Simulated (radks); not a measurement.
The numbers below are computed, except where a source is named.
Species: Tb43+. Configuration: [Ar] 3d4.

Code: a radial shooting solver on a logarithmic mesh with Libxc functionals. Model: scalar-relativistic Kohn-Sham, LB94 model potential, spin-polarised, spherical densities, finite nucleus; open shells are filled with parallel spins first (spin-orbit coupling, left out, can overturn this in heavy ions); Fermi nuclear charge, rms radius 5.06 fm.

Energy parts (hartree):
part                   energy
kinetic            11107.0742
electron-nucleus  -22798.6162
Hartree             1647.5338
(The LB94 potential has no energy functional, so no total or exchange-correlation energy is given.)

Orbitals (lengths in bohr, moments of r in powers of bohr; r(max) is where P^2 peaks; r(90%) holds 90 % of the orbital's charge):
| orbital | occ. | eigenvalue (hartree) | r(max) | <r^4> | <1/r> | r(90%) |
|---|---|---|---|---|---|---|
| 1s up | 1 | -2002.986 | 0.01364 | 1.056e-06 | 73.16 | 0.0389 |
| 1s down | 1 | -2003.006 | 0.01364 | 1.056e-06 | 73.16 | 0.0389 |
| 2s up | 1 | -406.0386 | 0.07725 | 0.0001616 | 17.09 | 0.140 |
| 2s down | 1 | -406.0161 | 0.07723 | 0.0001608 | 17.10 | 0.140 |
| 2p up | 3 | -371.3027 | 0.06255 | 0.0001202 | 15.92 | 0.130 |
| 2p down | 3 | -371.3171 | 0.06254 | 0.0001196 | 15.93 | 0.130 |
| 3s up | 1 | -148.8661 | 0.2128 | 0.005097 | 6.627 | 0.331 |
| 3s down | 1 | -148.1067 | 0.2130 | 0.005137 | 6.607 | 0.332 |
| 3p up | 3 | -138.2123 | 0.2073 | 0.005049 | 6.268 | 0.331 |
| 3p down | 3 | -137.4467 | 0.2075 | 0.005095 | 6.252 | 0.332 |
| 3d up | 4 | -126.0110 | 0.1658 | 0.003509 | 5.982 | 0.304 |
| 3d down | 0 | -125.2745 | 0.1654 | 0.003531 | 5.985 | 0.305 |

The highest occupied level is 3d up at -3428.9 eV. Summed over all electrons, <r^2> = 0.7138 bohr^2, which gives a Langevin (diamagnetic) susceptibility term of -0.565 x 10^-6 cm^3/mol. Spin moment in Bohr magnetons: 4.
